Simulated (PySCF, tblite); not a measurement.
Compound: C₅H₁₀ClFSi₂.
Numbering: `[CH2:1]=[CH:2][CH2:3][Si@H:4]([Cl:5])/[C:6]([F:7])=[CH:8]/[SiH3:9]` (hydrogens: H10, H11 on C1; H12 on C2; H13, H14 on C3; H15 on Si4; H16 on C8; H17, H18, H19 on Si9)

Structure used (GFN2-xTB), in Å, numbered top down from 1:
```
atom  x, y, z in Å
C1    -4.034   -0.070    0.022
C2    -2.942   -0.279   -0.690
C3    -1.613   -0.629   -0.110
Si4   -0.402    0.848   -0.193
Cl5   -0.085    1.380   -2.117
C6     1.271    0.312    0.530
F7     1.180   -0.022    1.852
C8     2.455    0.226   -0.064
Si9    4.069   -0.325    0.741
H10   -4.973    0.190   -0.435
H11   -4.034   -0.161    1.096
H12   -2.965   -0.178   -1.767
H13   -1.189   -1.473   -0.660
H14   -1.733   -0.939    0.929
H15   -0.915    2.002    0.544
H16    2.475    0.503   -1.108
H17    3.890   -0.514    2.176
H18    4.474   -1.581    0.101
H19    5.061    0.721    0.473
```

Computed with PBE0/pcSseg-1 in PySCF (dipole) on a GFN2-xTB geometry, gas phase.

Masses are those of the commonest isotopes; rigid-rotor values at the optimised geometry. The values belong to one conformer with, in the numbering `[CH2:1]=[CH:2][CH2:3][Si@H:4]([Cl:5])/[C:6]([F:7])=[CH:8]/[SiH3:9]`, C1–C2–C3–Si4 -107°, C2–C3–Si4–Cl5 -61°, C3–Si4–C6–F7 -63°.

(1) What are A, B and C (MHz)?

(2) Classify the top.

(3) What does the inertial defect say?

(4) Give the other two planar moments, Paa and Pbb, and the rms extents of the mass along the axes.

(5) Which types of transition are allowed, and where do some lines up to J = 3 fall?

(6) Estimate the classical rotational partition function at 50 K, 298.15 K and 500 K.

Answers

(1) Ia = 300.67, Ib = 1103.12, Ic = 1323.99 u·Å²; 505379 MHz·u·Å²/I gives A = 1681, B = 458.1, C = 381.7 MHz.

(2) An asymmetric top: κ = (2 × 458.1 − 1681 − 381.7)/(1681 − 381.7) = -0.88.

(3) Not planar: Δ = Ic − Ia − Ib = -79.80 u·Å². For a rigid frame Δ = −2 Σ m c², so Σ m c² = 39.90 u·Å² lies off the ab plane: 11.56 from hydrogen and 28.33 from heavier atoms. The atom farthest from that plane is 1.89 Å away.

(4) Paa = Σ m a² = (Ib + Ic − Ia)/2 = 1063.22 and Pbb = Σ m b² = (Ia + Ic − Ib)/2 = 260.77 u·Å². With the mass M = 180.00 u, the rms extents √(P/M) along a, b and c are 2.43, 1.20, 0.47 Å.

(5) The dipole components are |μa| = 0.39 D, |μb| = 0.21 D, |μc| = 0.40 D. Intensities carry the squares of the components, which stand as 0.98 : 0.27 : 1.00 (a : b : c). Some lines, for components of 0.1 D or more:

```
type  branch         J(Ka,Kc)   MHz  lower level (cm⁻¹)
   a       Q  3(1,2) ← 3(1,3)   458               0.202
   b       R  3(0,3) ← 2(1,2)  1356               0.122
   a       R  2(1,2) ← 1(1,1)  1603               0.069
   a       R  2(1,1) ← 1(1,0)  1756               0.071
   b       R  1(1,1) ← 0(0,0)  2063               0.000
   a       R  3(0,3) ← 2(0,2)  2506               0.084
   a       R  3(2,1) ← 2(2,0)  2533               0.252
   b       Q  2(2,0) ← 2(1,1)  3672               0.130
   b       Q  3(2,2) ← 3(1,3)  4014               0.202
   b       R  2(2,0) ← 1(1,1)  5504               0.069
   b       R  3(2,2) ← 2(1,1)  6188               0.130
   c       R  3(2,2) ← 2(1,2)  6417               0.122
   b       R  3(2,1) ← 2(1,2)  6434               0.122
   c       R  3(3,0) ← 2(2,0)  8823               0.252
```

(6) Point group C1, symmetry number σ = 1; q = (√π/σ)·√((kT/h)³/(ABC)), k/h = 20836.6 MHz/K: 110000 at 50 K, 1600000 at 298.15 K, 3480000 at 500 K.

Its GFN2-xTB frequencies are all real (lowest 21 cm⁻¹). Constants of a rigid frame at the computed geometry: no zero-point averaging, no centrifugal distortion. A rigid rotor knows nothing of internal rotation, which can split or shift real lines. Quadrupole hyperfine structure (35Cl) is left out.

The run took 2.8 min wall (grids of density and orbitals included) on one thread, Intel Xeon at 2.50 GHz (x86_64), shared host, and the process peaked at 1.0 GiB of memory. This is the PBE0/pcSseg-1 job that gave the dipole, with the shieldings it also computed.
